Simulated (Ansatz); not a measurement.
Born–Oppenheimer molecular dynamics of ClGeH5 (7 atoms, charge 0, multiplicity 1). It starts at the highest image of a converged band. Of that band: A vibrational analysis at the climbing image gives 2 clearly imaginary modes (1101i, 112i cm⁻¹): a point of higher order. A lower path may pass nearby, or the ends, which weren't checked, may share the extra mode.

These are results of RKS revPBE-D4/def2-SVP (Ansatz 0.2.0), not measurements.

```yaml
ensemble: NVE (velocity Verlet)
time_step: 0.5 fs
steps_asked: 200
starting_velocities_drawn_for: 300 K
seed: 10547
```

First frame:

```xyz
7
Properties=species:S:1:pos:R:3
Ge -0.182 0.000 -0.125
Cl -0.053 0.000 2.576
H 1.356 0.000 0.086
H -0.608 1.310 -0.838
H -0.608 -1.310 -0.838
H -1.830 0.000 0.726
H -1.326 0.000 1.571
```

(1) How far do the bonds stretch over the last three quarters of this one trajectory? (Pairs bonded in most of those frames.)

Results:

(1) 
```
   bond  mean (Å)  spread (Å)  shortest  longest
Ge1–Cl2     2.258       0.225      1.93     2.62
 Ge1–H3     1.556       0.033      1.50     1.61
 Ge1–H4     1.550       0.022      1.52     1.59
 Ge1–H5     1.551       0.012      1.53     1.58
  H6–H7     0.767       0.009      0.75     0.78
```

Mean temperature of the second half: 2577 K. The conserved energy stayed within 0.082 meV per atom of its start (net change 0.065 meV per atom), so the integration is sound. The kinetic energy rose, since the run started high on the potential surface and went downhill. It ends in pieces (ClGeH3 + H2), so much of that is their flight and rotation, not heat. A run of 0.1 ps of so small a system gives no equilibrium averages. The orbitals stay closed-shell, which can raise the energy where a bond breaks towards radicals; this wasn't checked here.

Run time: 5.6 min on 1 thread of Intel(R) Xeon(R) Platinum 8259CL CPU @ 2.50GHz (Skylake/Cascade Lake) (shared host), peak memory 0.17 GiB.
